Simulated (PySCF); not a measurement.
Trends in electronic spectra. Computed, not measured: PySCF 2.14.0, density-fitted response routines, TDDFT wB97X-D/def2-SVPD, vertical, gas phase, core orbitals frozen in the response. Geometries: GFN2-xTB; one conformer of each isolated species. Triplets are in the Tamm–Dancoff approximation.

Question: Rank by computed LUMO energy, lowest first.
A. `C=C(C)/C=C\C`
B. `O=COCn1cccn1`
C. `C1[C@H]2C[C@H]3[C@@H]1[C@@H]23`
D. `C(#CC#CCC=C)C#N`
E. `C/C=C1C=C\1C`

Answer: D (-0.51 eV), A (1.14 eV), B (1.44 eV), E (1.77 eV), C (2.58 eV).

| SMILES | LUMO (eV) | S1 (eV) | gap (eV) | α (au) | first f ≥ 0.01 (nm) | T1 (eV) | S1 mainly |
| --- | --- | --- | --- | --- | --- | --- | --- |
| C=CCC#CC#CC#N | -0.51 | 3.96 | 8.98 | 118.0 | 192 | 3.26 | H-1→L (59%) |
| C=C(C)/C=C\C | 1.14 | 5.68 | 9.28 | 77.6 | 218 | 3.27 | H→L (98%) |
| O=COCn1cccn1 | 1.44 | 5.99 | 10.73 | 75.8 | 186 | 4.69 | H-3→L (80%) |
| C/C=C1C=C\1C | 1.77 | 4.63 | 9.07 | 72.6 | 268 | 3.53 | H→L (98%) |
| C1[C@H]2C[C@H]3[C@@H]1[C@@H]23 | 2.58 | 7.46 | 11.57 | 60.2 | – | 7.40 | H→L (85%) |

H and L stand for HOMO and LUMO; a dash means that no computed state gives the value.

- `C=CCC#CC#CC#N`: Löwdin shares by element: HOMO (one of a set within 0.03 eV) carbon 70% or more (atoms not listed hold the other 30%); LUMO carbon 51% or more, nitrogen 15% (atoms not listed hold the other 34%).
- `C=C(C)/C=C\C`: Löwdin shares by element: HOMO carbon 81% or more (atoms not listed hold the other 19%); LUMO carbon 78% or more (atoms not listed hold the other 22%).
- `O=COCn1cccn1`: Löwdin shares by element: HOMO carbon 54% or more, nitrogen 33%; LUMO oxygen 43%, carbon 35% or more, hydrogen 7% or more (atoms not listed hold the other 15%).
- `C/C=C1C=C\1C`: Löwdin shares by element: HOMO carbon 82% or more (atoms not listed hold the other 18%); LUMO carbon 77% or more, hydrogen 9% or more.
- `C1[C@H]2C[C@H]3[C@@H]1[C@@H]23`: Löwdin shares by element: HOMO carbon 74% or more (atoms not listed hold the other 26%); LUMO carbon 37% or more (atoms not listed hold the other 63%).
